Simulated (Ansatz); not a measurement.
Reaction (ligand exchange at the Si–O bond): `B[SiH](F)OC` + H–F → `B[SiH](F)F` + CH₃OH

Program: Ansatz. Geometries: PBE0-D4/def2-TZVP. ΔE: electronic, gas phase. CCSD(T)/CBS is the MP2 limit (def2-TZVPP, def2-QZVPP) plus CCSD(T) − MP2 in def2-TZVPP, frozen cores. This one scheme is used for every species. One conformer a species, not always the lowest.

`B[SiH](F)OC`:

Z-matrix (Å, degrees):
```
Si
F 1 1.606
O 1 1.631 2 111.3
B 1 2.010 2 109.5 3 115.1
H 1 1.489 2 104.4 3 -117.2
C 3 1.411 1 126.0 2 -77.6
H 4 1.195 1 122.6 2 130.0
H 4 1.195 1 119.7 2 -51.4
H 6 1.091 3 108.6 1 -150.4
H 6 1.096 3 111.6 1 -30.6
H 6 1.093 3 110.3 1 90.5
```

H–F:

```xyz
2

F     0.379   -0.075   -0.250
H    -0.379    0.075    0.250
```

`B[SiH](F)F`:

Cartesian coordinates in Å:
```
B 0.446 -1.082 0.355
Si -0.299 0.699 -0.213
F 0.849 1.796 -0.348
F -0.995 0.611 -1.644
H -0.087 -2.101 0.032
H 1.395 -1.147 1.076
H -1.309 1.224 0.742
```

CH₃OH:

Z-matrix (Å, degrees):
```
C
O 1 1.409
H 1 1.097 2 112.4
H 1 1.090 2 107.0 3 -118.5
H 1 1.097 2 112.4 3 123.0
H 2 0.959 1 108.5 3 -61.6
```

| species | CCSD(T)/CBS(def2) energy (Eh) |
| --- | --- |
| `B[SiH](F)OC` | -530.56175 |
| H–F | -100.39570 |
| `B[SiH](F)F` | -515.35308 |
| CH₃OH | -115.61712 |

Q: Work out ΔE.

A: ΔE = (-515.35308) + (-115.61712) − (-530.56175) − (-100.39570) = -0.01275 Eh = -33.5 kJ/mol.

Largest T1 diagnostic among the species: 0.012.

In def2-TZVPP, CCSD(T) changes the Hartree–Fock value by +12.9 kJ/mol (the triples alone add +2.2 kJ/mol) and MP2 by +15.6 kJ/mol. Leaving LDA and LC-ωPBE aside and taking each functional with its dispersion term where it has one, the values, not all of them listed here, spread over 9.6 kJ/mol, from B97M-V to revPBE-D4. LDA lies +7.9 kJ/mol from PBE without D4. The D4 term adds +7.4 kJ/mol with B3LYP and +4.2 kJ/mol with PBE0; it sums over pairs of atoms, weighted by their polarisabilities, and B3LYP, whose exchange is more repulsive, gets the larger term.

B3LYP here is the variant with VWN-RPA as its local correlation; programs differ in this.
